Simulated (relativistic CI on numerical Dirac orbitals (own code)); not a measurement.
W⁵⁺: 5p photoemission

Computed with this model: Dirac-Coulomb-Breit CI, orbitals from a KLI potential per configuration, a model potential for QED, valence Slater integrals scaled by 0.7, multiplet model of photoemission in the sudden approximation; configurations [Xe] 4f14 5d → [Kr] 4d10 4f14 5s2 5p5 5d; 300 K; Lorentzian 1.5 eV and Gaussian 0.6 eV FWHM. Energies are those of the free ion, without screening or charge transfer. The energies are binding energies and can lie tens of eV above those of solids. S is read from ⟨S²⟩ = S(S + 1).

Field parameters in Wybourne normalisation: Oh B⁴₀ = 21Dq, B⁴₄ = √(5/14) B⁴₀. The field is a parameter set, without covalency.

free ion: ground-state S = 0.50, centroid 108.55 eV. Peaks (eV, height): 104.6 (100), 109.8 (11), 115.0 (42), 120.2 (21).

Oh, 10Dq = 27550 cm⁻¹: ground-state S = 0.50, centroid 108.60 eV. Peaks (eV, height): 104.6 (100), 111.6 (10), 115.2 (45), 117.8 (20), 121.8 (8).

Strongest unbroadened transitions for Oh, 10Dq = 27550 cm⁻¹:

```
Energy (eV)  Relative strength
     103.20               33.6
     103.73               90.5
     104.46              100.0
     104.60               37.7
     104.62               54.7
     104.81               84.0
     105.09               33.1
     105.30               30.1
     105.57               47.6
     107.11               14.5
     107.87                5.4
     108.19                0.8
     111.48               23.4
     115.12               67.3
     115.14               99.8
     116.18                2.2
     117.84               61.6
     121.93               26.6
```
